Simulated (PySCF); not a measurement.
# NiO and its ions

TPSS; PySCF, no relativity, basis sets Ni def2-TZVPPD, O def2-TZVPPD. Neutral (UKS): triplet (π ↑↑), Re = 1.629 Å, ωe = 851 cm⁻¹, HOMO -5.53 eV, LUMO -4.27 eV.

NiO⁺ (UKS): quartet (σ ↑, π ↑↑), Re = 1.624 Å, ωe = 805 cm⁻¹. The energies at the minima are -1583.58771 hartree for NiO and -1583.25076 for NiO⁺.

Problem. Work out the adiabatic ionisation energy, without and with harmonic zero-point energies (1 hartree = 27.2114 eV, 1 eV = 8065.5 cm⁻¹), and the change of the bond length.

Solution. At TPSS: 0.33695 hartree = 9.169 eV between the minima; the zero-point term (805.0 − 851.0)/2 cm⁻¹ = -0.003 eV makes it 9.166 eV. Re changes by -0.5 pm against the neutral. The electron leaves a σ orbital; in so polar a molecule the change of length follows mostly from the change of the ionic charges.

De is left out where the level can put another filling of the metal’s s and d shells below the measured ground configuration, by anything from nothing to about 1 eV. With d or f electrons several states lie close, and the lowest PBE0 determinant need not be the measured ground state.
